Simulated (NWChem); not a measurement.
All runs are NWChem calculations. System: vinylidene fluoride (C2H2F2), charge 0, spin multiplicity 1, at a geometry optimised with PBE0/def2-SVP. Level: RHF/cc-pVTZ.

The NWChem input:

```
start mol
memory heap 200 mb stack 900 mb global 1100 mb
geometry units angstroms nocenter noautoz
  C      0.000000     0.000000     1.382038
  C      0.000000     0.000000     0.058259
  F      1.073387     0.000000    -0.693462
  F     -1.073387     0.000000    -0.693462
  H     -0.945770     0.000000     1.920268
  H      0.945770     0.000000     1.920268
  symmetry group C2v
end
basis spherical
  * library cc-pvtz
end
scf
  rhf
  nopen 0
  maxiter 100
  thresh 1e-7
  semidirect memsize 60000000 filesize 0
end
task scf energy
```

NWChem printed:

```
             Northwest Computational Chemistry Package (NWChem) 7.3.0
             --------------------------------------------------------

                                NWChem Input Module
                                -------------------

 Scaling coordinates for geometry "geometry" by  1.889725989
 (inverse scale =  0.529177249)

 Turning off AUTOSYM since
 SYMMETRY directive was detected!

                             Geometry "geometry" -> ""
                             -------------------------

 Output coordinates in angstroms (scale by  1.889725989 to convert to a.u.)

  No.       Tag          Charge          X              Y              Z
 ---- ---------------- ---------- -------------- -------------- --------------
    1 C                    6.0000     0.00000000     0.00000000     1.38203800
    2 C                    6.0000     0.00000000     0.00000000     0.05825900
    3 F                    9.0000     1.07338700     0.00000000    -0.69346200
    4 F                    9.0000    -1.07338700     0.00000000    -0.69346200
    5 H                    1.0000    -0.94577000     0.00000000     1.92026800
    6 H                    1.0000     0.94577000     0.00000000     1.92026800

 Effective nuclear repulsion energy (a.u.)     118.1080975787

            Nuclear Dipole moment (a.u.)
            ----------------------------
        X                 Y               Z
 ---------------- ---------------- ----------------
     0.0000000000     0.0000000000     0.0000037795

      Symmetry information
      --------------------

 Group name             C2v
 Group number             16
 Group order               4
 No. of unique centers     4

      Symmetry unique atoms

     1    2    3    5


 Summary of "ao basis" -> "" (spherical)
 ------------------------------------------------------------------------------
       Tag                 Description            Shells   Functions and Types
 ---------------- ------------------------------  ------  ---------------------
 *                          cc-pvtz                   on all atoms

 Summary of "ao basis" -> "ao basis" (spherical)
 ------------------------------------------------------------------------------
       Tag                 Description            Shells   Functions and Types
 ---------------- ------------------------------  ------  ---------------------
 C                          cc-pvtz                 10       30   4s3p2d1f
 F                          cc-pvtz                 10       30   4s3p2d1f
 H                          cc-pvtz                  6       14   3s2p1d

                                 NWChem SCF Module
                                 -----------------

  ao basis        = "ao basis"
  functions       =   148
  atoms           =     6
  closed shells   =    16
  open shells     =     0
  charge          =   0.00
  wavefunction    = RHF
  use symmetry    = T
  symmetry adapt  = T

 Summary of "ao basis" -> "ao basis" (spherical)
 ------------------------------------------------------------------------------
       Tag                 Description            Shells   Functions and Types
 ---------------- ------------------------------  ------  ---------------------
 C                          cc-pvtz                 10       30   4s3p2d1f
 F                          cc-pvtz                 10       30   4s3p2d1f
 H                          cc-pvtz                  6       14   3s2p1d

      Symmetry analysis of basis
      --------------------------
[...]
      Two-electron energy =    221.995505694894
 Nuclear repulsion energy =    118.108097578679

        Time for solution =      2.9s

       Symmetry analysis of molecular orbitals - final
       -----------------------------------------------

  Numbering of irreducible representations:

     1 a1          2 a2          3 b1          4 b2

  Orbital symmetries:

     1 b1          2 a1          3 a1          4 a1          5 a1
     6 b1          7 a1          8 a1          9 b1         10 b2
    11 a1         12 a2         13 b1         14 a1         15 b1
    16 b2         17 a1         18 b2         19 b1         20 a1
    21 b1         22 a1         23 b2         24 a1         25 a1
    26 b2

             Final eigenvalues
             -----------------

              1
    1  -26.3475
    2  -26.3474
    3  -11.4274
    4  -11.2430
    5   -1.7106
    6   -1.6436
    7   -1.0676
    8   -0.8895
    9   -0.8077
   10   -0.7671
   11   -0.7524
   12   -0.6918
   13   -0.6696
   14   -0.6344
   15   -0.5927
   16   -0.3889
   17    0.1621
   18    0.1743
   19    0.1953
   20    0.2805
   21    0.3235
   22    0.3240
   23    0.4211
   24    0.4703
   25    0.5048
   26    0.5189

                       ROHF Final Molecular Orbital Analysis
                       -------------------------------------

 Vector   14  Occ=2.000000D+00  E=-6.344026D-01  Symmetry=a1
              MO Center= -1.4D-15,  2.1D-16,  5.7D-01, r^2= 2.3D+00
   Bfn.  Coefficient  Atom+Function         Bfn.  Coefficient  Atom+Function
  ----- ------------  ---------------      ----- ------------  ---------------
    10      0.235550  1 C  pz                70      0.214218  3 F  pz
   100      0.214218  4 F  pz                 7      0.203251  1 C  pz
    40     -0.180395  2 C  pz                67      0.171270  3 F  pz
    97      0.171270  4 F  pz                37     -0.165049  2 C  pz
    73      0.151663  3 F  pz               103      0.151663  4 F  pz

 Vector   15  Occ=2.000000D+00  E=-5.927043D-01  Symmetry=b1
              MO Center=  2.8D-14,  9.9D-17,  1.4D+00, r^2= 1.7D+00
   Bfn.  Coefficient  Atom+Function         Bfn.  Coefficient  Atom+Function
  ----- ------------  ---------------      ----- ------------  ---------------
     8      0.281129  1 C  px                 5      0.231821  1 C  px
   122     -0.223323  5 H  s                136      0.223323  6 H  s

 Vector   16  Occ=2.000000D+00  E=-3.889061D-01  Symmetry=b2
              MO Center= -9.8D-17,  1.5D-14,  7.4D-01, r^2= 1.6D+00
   Bfn.  Coefficient  Atom+Function         Bfn.  Coefficient  Atom+Function
  ----- ------------  ---------------      ----- ------------  ---------------
     9      0.306114  1 C  py                39      0.278845  2 C  py
    12      0.262781  1 C  py                 6      0.222083  1 C  py
    36      0.190564  2 C  py

 Vector   17  Occ=0.000000D+00  E= 1.621361D-01  Symmetry=a1
              MO Center= -2.5D-15,  8.5D-17,  2.1D+00, r^2= 5.4D+00
   Bfn.  Coefficient  Atom+Function         Bfn.  Coefficient  Atom+Function
  ----- ------------  ---------------      ----- ------------  ---------------
     4      2.984238  1 C  s                123     -1.776948  5 H  s
   137     -1.776948  6 H  s                 13      0.681678  1 C  pz
    34     -0.436674  2 C  s                122     -0.269745  5 H  s
   136     -0.269745  6 H  s                 10      0.251906  1 C  pz
     2      0.232163  1 C  s                 64      0.230912  3 F  s

 Vector   18  Occ=0.000000D+00  E= 1.743055D-01  Symmetry=b2
              MO Center= -1.6D-15, -2.5D-14,  7.7D-01, r^2= 2.5D+00
   Bfn.  Coefficient  Atom+Function         Bfn.  Coefficient  Atom+Function
  ----- ------------  ---------------      ----- ------------  ---------------
    12      0.827040  1 C  py                42     -0.750893  2 C  py
    39     -0.402732  2 C  py                36     -0.262270  2 C  py
    72      0.210823  3 F  py               102      0.210823  4 F  py
     6      0.167655  1 C  py                 9      0.164983  1 C  py

 Vector   19  Occ=0.000000D+00  E= 1.952619D-01  Symmetry=b1
              MO Center=  2.0D-15,  5.1D-18,  2.3D+00, r^2= 5.4D+00
   Bfn.  Coefficient  Atom+Function         Bfn.  Coefficient  Atom+Function
  ----- ------------  ---------------      ----- ------------  ---------------
   123      2.582499  5 H  s                137     -2.582499  6 H  s
    11      2.250743  1 C  px                41     -0.458604  2 C  px
     8      0.368752  1 C  px               122      0.230849  5 H  s
   136     -0.230849  6 H  s

 center of mass
 --------------
 x =   0.00000000 y =   0.00000000 z =  -0.15336822

 moments of inertia (a.u.)
 ------------------
         172.283399443286           0.000000000000           0.000000000000
           0.000000000000         335.057296963973           0.000000000000
           0.000000000000           0.000000000000         162.773897520687

  Mulliken analysis of the total density
  --------------------------------------

    Atom       Charge   Shell Charges
 -----------   ------   -------------------------------------------------------
    1 C    6     6.44   1.96  0.82  0.15  0.41  0.83  1.53  0.69  0.02  0.03  0.01
    2 C    6     5.52   1.96  0.77  0.17  0.09  0.74  1.30  0.19  0.06  0.21  0.04
    3 F    9     9.19   1.95  1.07  0.26  0.60  1.54  2.49  1.25  0.00  0.02  0.00
    4 F    9     9.19   1.95  1.07  0.26  0.60  1.54  2.49  1.25  0.00  0.02  0.00
    5 H    1     0.83   0.26  0.46  0.09  0.01  0.02  0.00
    6 H    1     0.83   0.26  0.46  0.09  0.01  0.02  0.00

       Multipole analysis of the density wrt the origin
       ------------------------------------------------

     L   x y z        total         open         nuclear
     -   - - -        -----         ----         -------
     0   0 0 0      0.000000      0.000000     32.000000

     1   1 0 0      0.000000      0.000000      0.000000
     1   0 1 0     -0.000000      0.000000      0.000000
     1   0 0 1      0.518017      0.000000      0.000004

     2   2 0 0    -16.532404      0.000000     80.448349
     2   1 1 0      0.000000      0.000000      0.000000
     2   1 0 1      0.000000      0.000000      0.000000
     2   0 2 0    -16.785128      0.000000      0.000000
     2   0 1 1     -0.000000      0.000000      0.000000
     2   0 0 2    -15.167204      0.000000     98.245011

 Task  times  cpu:        5.4s     wall:        5.4s

 Total times  cpu:        5.4s     wall:        5.4s
```
